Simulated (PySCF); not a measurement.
C3H6BFO2, SMILES OB(C1(CC1)F)O. The structure is a stationary point at B3LYP-D3(BJ)/def2-SVP. This is a generated structure with no PubChem entry under its InChIKey; it may be hypothetical. One conformer was computed; it need not be the lowest.

Task: Give the equilibrium geometry at B3LYP-D3(BJ)/def2-SVP (PySCF confirms it by a frequency run) as Cartesian coordinates in Å, and its point group. (Estimate from the structure and the level; the computed values follow.)

Result: Several could match; the one computed here: point group Cs.
```xyz
13

O      1.4199    -1.4155     0.0000
B      0.1225    -1.0088     0.0000
O     -0.8932    -1.9146     0.0000
C     -0.1950     0.5264     0.0000
F     -1.5695     0.7682     0.0000
C      0.6304     1.5369     0.7520
C      0.6304     1.5369    -0.7520
H      1.5003    -2.3786     0.0000
H     -1.7498    -1.4634     0.0000
H      0.0649     2.3283     1.2513
H      1.5125     1.1774     1.2885
H      0.0649     2.3283    -1.2513
H      1.5125     1.1774    -1.2885
```
